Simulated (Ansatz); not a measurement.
```
atom    x (Å)    y (Å)    z (Å)
  Si   0.0000   0.0000   0.0000
   F   0.9158   0.9158   0.9158
   F   0.9158  -0.9158  -0.9158
   F  -0.9158   0.9158  -0.9158
   F  -0.9158  -0.9158   0.9158
```

Basis set: 6-31G* (spherical functions). Correlated methods keep 9 orbitals frozen. Charge 0, multiplicity 1.

Computed with Ansatz (development build ahead of 0.2.0); each method stands on the lowest determinant of its kind that the runs found. Restricted open shells among the atoms or ions are ROHF, correlated in semicanonical orbitals with singles.

Give the atomization energy at this shape (free ground-state atoms in the same class of orbitals less the molecule, no zero-point energy) of singlet SiF4 by RHF-MP2, RHF.

| method | atomization energy |
| --- | --- |
| RHF-MP2 | 24.28 eV |
| RHF | 18.22 eV |
